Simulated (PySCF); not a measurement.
The free ion Ag4+ in its d7 configuration.

Method (PySCF 2.14, density fitting): CASSCF(7,5) with orbitals averaged over all microstates of the shell, strongly contracted NEVPT2 on the averaged canonical orbitals; basis x2c-TZVPall; spin-free X2C; gas phase; spin-orbit coupling by state interaction with the mean-field operator over all roots.

CASSCF energies above the lowest CASSCF root:

| state | CASSCF / cm⁻¹ |
| --- | --- |
| 4F | 0 |
| 4P | 16362 |
| 2G | 17663 |
| 2P | 23117 |
| 2H | 23117 |
| 2D | 25356 |
| 2F | 39479 |
| 2D | 62608 |

How does dynamic correlation (SC-NEVPT2) move these states?


| state | NEVPT2 / cm⁻¹ | shift / cm⁻¹ |
| --- | --- | --- |
| 4F | 0 | 0 |
| 4P | 14414 | -1948 |
| 2G | 16248 | -1415 |
| 2P | 19720 | -3396 |
| 2H | 21362 | -1755 |
| 2D | 22921 | -2435 |
| 2F | 35355 | -4124 |
| 2D | 56743 | -5866 |

In the ligand-field fit B goes from 1091 to 963 cm⁻¹, C goes from 4433 to 4111 cm⁻¹.

These are spin-free levels; spin-orbit coupling mixes and splits them, by more than some of the gaps here.
